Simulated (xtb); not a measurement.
xtb input:

```bash
xtb mol.xyz --gfn 1 --sp --chrg 0 --uhf 0
```
mol.xyz:
```
2

Ge    -0.00000000    -0.00000000    -0.32649326
O      0.00000000     0.00000000     1.30597304
```

Question: Which total energy does the run end on?

Answer: -6.33315 Eh (GFN1-xTB).
